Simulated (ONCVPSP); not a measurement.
Which change was made? (Pt, ONCV)

| Item | Value |
| --- | --- |
| Element | platinum (Pt) |
| Generator | ONCVPSP 4.0.1 |
| Type | optimised norm-conserving Vanderbilt (ONCV) |
| Functional | PBE |
| Relativity | scalar-relativistic |
| Frozen core | [Kr] 4d10 |
| Valence charge | 32 |
| Reference configuration | 4f14 5s2 5p6 5d9 6s0.5 (charge +0.5) |
| Partial waves | 5s+6s: rc 1.55 bohr, ncon 4, nbas 8, qcut 6 1/bohr, 3 projectors, debl 0.7 Ha; 5p: rc 1.40 bohr, ncon 4, nbas 8, qcut 10.6 1/bohr, 2 projectors, debl 0.4 Ha; 5d: rc 2.25 bohr, ncon 4, nbas 9, qcut 8.1 1/bohr, 2 projectors, debl 1.5 Ha; 4f: rc 0.70 bohr, ncon 4, nbas 8, qcut 22 1/bohr, 2 projectors, debl 3.2 Ha |
| Local potential | polynomial inside 0.55 bohr (lpopt 5, dvloc0 0 Ha) |
| Core correction | Teter function, fcfact 4.5, rcfact 1.8 |

In the p channel the program set the typed energies aside and used -2.205, 0.250 Ha.

Cutoffs, loose and tight: the cutoffs (Ha) at which the residual kinetic energy of the hardest occupied pseudo-wave falls to 1 and 0.1 mHa per electron. They do not see the model core or the augmentation charge, which bear on the density cutoff. Test errors are all-electron minus pseudo excitation energies from the reference, over the configurations 4f14 5s2 5p6 5d9 6s1; 4f14 5s2 5p6 5d9 6s0; 4f14 5s2 5p6 5d8 6s0; 4f13 5s2 5p6 5d10 6s0; variants that change the core or the reference have their own tests.

The base gives: outcome: generated, projector energies reset by the program; cutoff, loose: 235 Ha; cutoff, tight: 518 Ha; bound ghosts: s, p; GHOST(+) flags above zero: s, d; largest test error (meV): -637.

Question: After one change the result is: outcome: generated, projector energies reset by the program; cutoff, loose: 166 Ha; cutoff, tight: 184 Ha; bound ghosts: s, p; GHOST(+) flags above zero: s, d; largest test error (meV): +22. Which change was it?
A. f: rc 1.04
B. f: rc 0.48; local potential polynomial inside 0.48 bohr (lpopt 5, dvloc0 0 Ha)
C. f: rc 0.62
D. f: rc 0.94

Answer: A. The others give: f: rc 0.94 → outcome: generated, projector energies reset by the program; cutoff, loose: 186 Ha; cutoff, tight: 203 Ha; bound ghosts: s, p; GHOST(+) flags above zero: s, d; largest test error (meV): -236 | f: rc 0.62 → outcome: generated, projector energies reset by the program; cutoff, loose: 644 Ha; cutoff, tight: 769 Ha; bound ghosts: s, p; GHOST(+) flags above zero: s, d; largest test error (meV): -727 | f: rc 0.48; local potential polynomial inside 0.48 bohr (lpopt 5, dvloc0 0 Ha) → outcome: generated, projector energies reset by the program; cutoff, loose: 1238 Ha; cutoff, tight: 1846 Ha; bound ghosts: s, p; GHOST(+) flags above zero: s, d, f; largest test error (meV): -721.
